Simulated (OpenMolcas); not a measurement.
K: CASPT2 settings compared

```json
{
 "Program": "OpenMolcas 26.06",
 "Basis": "ANO-RCC-VTZP [6s5p2d1f]",
 "Scalar Hamiltonian": "DKH2, point nucleus",
 "Active space": "1 electron in 8 orbitals (4s 4p 5s 5p)",
 "State averaging": "2S+1 = 2 even, 1 root; 2S+1 = 2 odd, 3 roots",
 "Spin-orbit coupling": "RASSI with atomic mean-field integrals over the reference wave functions, term energies averaged over their components"
}
```

Methods on the same reference wave functions:
A. CASSCF
B. SS-CASPT2, IPEA 0.6 Eh, sigma2 regulariser 0.4 Eh (closed shells correlated: 3s 3p)
C. SS-CASPT2, IPEA 0.4 Eh, imaginary shift 0.1 Eh (closed shells correlated: 2s 2p 3s 3p)
D. SS-CASPT2, IPEA 0.2 Eh, sigma1 regulariser 0.15 Eh (closed shells correlated: 3s 3p)

Energies in cm⁻¹ above 4s ²S_1/2, the measured ground level; measured values from NIST Handbook of Basic Atomic Spectroscopic Data.

```
     Level      A      B      C      D  Measured
 4s ²S_1/2    0.0    0.0    0.0    0.0       0.0
4p ²P°_1/2  11499  12921  12987  13039     12985
4p ²P°_3/2  11536  12958  13024  13075     13043
```

Deviations, from unrounded energies. A percentage is the sum of absolute deviations over the sum of measured energies, with the sign that they share, or ± where signs differ.

```json
{"Against measurement": "mean absolute deviation (cm-1)", "Levels": "2", "A": "1500", "B": "74", "C": "10", "D": "43"}
{"Against measurement": "other configurations (%)", "Levels": "2", "A": "-11.5", "B": "-0.6", "C": "±0.1", "D": "+0.3"}
```

C lies closest to measurement on these levels and A furthest from it. The largest miss of C in the table is 4p ²P°_3/2, by -19 cm-1. The ranking rests on the paired levels alone, and a cruder setting can come out closer through cancelling errors.

Among B to D the level of the table that moves most is 4p ²P°_1/2, by 120 cm-1 (lowest in B, highest in D).

The lowest spin-free term lies below A's lowest term by 0.221 hartree in B, 0.243 hartree in C, 0.222 hartree in D.

With one active electron outside closed inactive shells, the extra shells (5p 5s) add no correlation to the reference. ANO sets are built for ground and valence states and can reach diffuse excited orbitals poorly. With one active electron the reference holds no correlation, so core polarisation is missing (holds for A). With one active electron, CASPT2 adds the correlation within the correlated inactive shells and between them and that electron, and leaves the splitting within a term as the reference gives it (holds for B; C; D). Measured partners are found by configuration, term and J. A level has none where our copy of the source lacks it or the pairing is in doubt (some pairs that miss far off the trend of their configuration count as doubtful), and it then counts in no deviation. Only configurations of the active space appear.

° marks odd parity.
